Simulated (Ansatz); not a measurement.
Process, species as SMILES: C[N](C)[GeH3] [N-germyl-N-methylmethanamine] -> C[N](C)[GeH2] + H atom (the Ge-H bond at the site shown breaks; other sites are not compared here)
Geometries: B3LYP-D3(BJ)/def2-TZVP minima from Ansatz (a program for electronic structure), one conformer each, not searched for the lowest. Frequencies are from Ansatz.

Property: bond dissociation energy (enthalpy at 298 K, with B3LYP-D3(BJ) rigid-rotor harmonic-oscillator terms), in eV. Valence correlation only, unless marked. UHF or UKS for open shells. Spin-orbit coupling is left out. The frozen core is the preceding noble-gas configuration, with the filled d and f shells of earlier blocks. Non-relativistic. CBS(X,Y): correlation extrapolated as X^-3; Hartree-Fock from the larger set.

```json
[
 {"level": "r2SCAN/def2-TZVPD", "program": "Ansatz", "bond dissociation energy (eV)": "3.27"},
 {"level": "PBE0/6-31G*", "program": "Ansatz", "bond dissociation energy (eV)": "___"},
 {"level": "PBE0/def2-SVP", "program": "Ansatz", "bond dissociation energy (eV)": "___"},
 {"level": "HSE06-D3(BJ)/def2-TZVPD", "program": "Ansatz + dftd3", "bond dissociation energy (eV)": "___"},
 {"level": "CAM-B3LYP-D4/def2-TZVPD", "program": "Ansatz + dftd4", "bond dissociation energy (eV)": "3.44"},
 {"level": "LC-wPBE/def2-TZVPD", "program": "Ansatz", "bond dissociation energy (eV)": "3.44"},
 {"level": "wB97M-V/def2-TZVPD", "program": "Ansatz", "bond dissociation energy (eV)": "___"},
 {"level": "B2GP-PLYP/def2-TZVPD", "program": "Ansatz", "bond dissociation energy (eV)": "3.39"},
 {"level": "SCS-MP2/cc-pVTZ", "program": "Ansatz", "bond dissociation energy (eV)": "3.52"},
 {"level": "CCSD/6-31G", "program": "Ansatz", "bond dissociation energy (eV)": "2.88"},
 {"level": "CCSD/6-31G*", "program": "Ansatz", "bond dissociation energy (eV)": "3.08"},
 {"level": "CCSD(T)/CBS(cc-pVTZ,cc-pVQZ)", "program": "Ansatz", "bond dissociation energy (eV)": "3.52"}
]
```

Task: Fill in the missing entries.

Result: 
- PBE0/6-31G*, bond dissociation energy (eV): 3.25
- PBE0/def2-SVP, bond dissociation energy (eV): 3.29
- HSE06-D3(BJ)/def2-TZVPD, bond dissociation energy (eV): 3.30
- wB97M-V/def2-TZVPD, bond dissociation energy (eV): 3.46
